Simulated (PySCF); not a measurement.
ethane (C2H6), singlet, at a GFN2-xTB geometry; PBE/6-31G** in PySCF.

Input for PySCF:
```python
from pyscf import gto, scf, dft

mol = gto.M(
    atom='''
C    -0.000634   -0.004602    0.760696
C     0.000634    0.004602   -0.760696
H     0.005317    1.011178    1.149761
H    -0.885803   -0.510532    1.139811
H     0.877625   -0.521403    1.141215
H    -0.005317   -1.011178   -1.149761
H    -0.877625    0.521403   -1.141215
H     0.885803    0.510532   -1.139811
''',
    basis='6-31g**',
    charge=0,
    spin=0,
    verbose=4,
)

mf = dft.RKS(mol)
mf.xc = 'pbe'
mf.kernel()
```

Predict the main parts of the log of this PySCF run.


```
PySCF version 2.14.0

[INPUT] verbose = 4
[INPUT] num. atoms = 8
[INPUT] num. electrons = 18
[INPUT] charge = 0
[INPUT] spin (= nelec alpha-beta = 2S) = 0
[INPUT] symmetry False subgroup None
[INPUT] Mole.unit = angstrom
[INPUT] Symbol           X                Y                Z      unit          X                Y                Z       unit  Magmom
[INPUT]  1 C     -0.000634000000  -0.004602000000   0.760696000000 AA   -0.001198086363  -0.008696519625   1.437507104052 Bohr   0.0
[INPUT]  2 C      0.000634000000   0.004602000000  -0.760696000000 AA    0.001198086363   0.008696519625  -1.437507104052 Bohr   0.0
[INPUT]  3 H      0.005317000000   1.011178000000   1.149761000000 AA    0.010047673804   1.910849483185   2.172733398706 Bohr   0.0
[INPUT]  4 H     -0.885803000000  -0.510532000000   1.139811000000 AA   -1.673925070318  -0.964765657826   2.153930623767 Bohr   0.0
[INPUT]  5 H      0.877625000000  -0.521403000000   1.141215000000 AA    1.658470890071  -0.985308870527   2.156583799246 Bohr   0.0
[INPUT]  6 H     -0.005317000000  -1.011178000000  -1.149761000000 AA   -0.010047673804  -1.910849483185  -2.172733398706 Bohr   0.0
[INPUT]  7 H     -0.877625000000   0.521403000000  -1.141215000000 AA   -1.658470890071   0.985308870527  -2.156583799246 Bohr   0.0
[INPUT]  8 H      0.885803000000   0.510532000000  -1.139811000000 AA    1.673925070318   0.964765657826  -2.153930623767 Bohr   0.0

nuclear repulsion = 42.4439807244873
number of shells = 30
number of NR pGTOs = 96
number of NR cGTOs = 58
basis = 6-31g**
ecp = {}

******** <class 'pyscf.dft.rks.RKS'> ********
method = RKS
initial guess = minao
damping factor = 0
level_shift factor = 0
DIIS = <class 'pyscf.scf.diis.CDIIS'>
diis_start_cycle = 1
diis_space = 8
diis_damp = 0
SCF conv_tol = 1e-09
SCF conv_tol_grad = None
SCF max_cycles = 50
direct_scf = True
direct_scf_tol = 1e-13
XC library pyscf.dft.libxc version 7.1.2
    S. Lehtola, C. Steigemann, M. J. T. Oliveira, and M. A. L. Marques,  SoftwareX 7, 1–5 (2018)
XC functionals = pbe
    J. P. Perdew, K. Burke, and M. Ernzerhof,  Phys. Rev. Lett. 77, 3865 (1996)
    J. P. Perdew, K. Burke, and M. Ernzerhof,  Phys. Rev. Lett. 78, 1396 (1997)
    J. P. Perdew, K. Burke, and M. Ernzerhof,  Phys. Rev. Lett. 77, 3865 (1996)
    J. P. Perdew, K. Burke, and M. Ernzerhof,  Phys. Rev. Lett. 78, 1396 (1997)
radial grids:
    Treutler-Ahlrichs [JCP 102, 346 (1995); DOI:10.1063/1.469408] (M4) radial grids

becke partition: Becke, JCP 88, 2547 (1988); DOI:10.1063/1.454033
pruning grids: <function nwchem_prune>
grids dens level: 3
symmetrized grids: False
atomic radii adjust function: <function treutler_atomic_radii_adjust>
small_rho_cutoff = 0
Set gradient conv threshold to 3.16228e-05
Initial guess from minao.
tot grids = 87088
init E= -79.5292989498449
  HOMO = -0.387668420587787  LUMO = 0.0343995855545227  gap/eV = 11.48506
cycle= 1 E= -79.6433832652301  delta_E= -0.114  |g|= 0.461  |ddm|= 2.17
  HOMO = -0.201197713020596  LUMO = 0.124788872881247  gap/eV = 8.87055
cycle= 2 E= -79.5756263921677  delta_E= 0.0678  |g|= 0.68  |ddm|= 1.09
  HOMO = -0.290691097025636  LUMO = 0.0850340611238973  gap/eV = 10.22400
cycle= 3 E= -79.7038467621189  delta_E= -0.128  |g|= 0.0209  |ddm|= 0.653
  HOMO = -0.292434527348625  LUMO = 0.083885357784109  gap/eV = 10.24019
cycle= 4 E= -79.703953492339  delta_E= -0.000107  |g|= 0.0034  |ddm|= 0.0229
  HOMO = -0.292499153928232  LUMO = 0.0838475645376167  gap/eV = 10.24092
cycle= 5 E= -79.7039563595252  delta_E= -2.87e-06  |g|= 0.000221  |ddm|= 0.00404
  HOMO = -0.292496450365255  LUMO = 0.0838409033851519  gap/eV = 10.24066
cycle= 6 E= -79.7039563712577  delta_E= -1.17e-08  |g|= 2.13e-05  |ddm|= 0.000183
  HOMO = -0.292505706988865  LUMO = 0.0838359794391987  gap/eV = 10.24078
cycle= 7 E= -79.7039563714111  delta_E= -1.53e-10  |g|= 6.42e-07  |ddm|= 3.14e-05
  HOMO = -0.292505441062759  LUMO = 0.0838361329319373  gap/eV = 10.24078
Extra cycle  E= -79.7039563714105  delta_E= 5.97e-13  |g|= 8.98e-07  |ddm|= 1.73e-06
converged SCF energy = -79.7039563714105
```
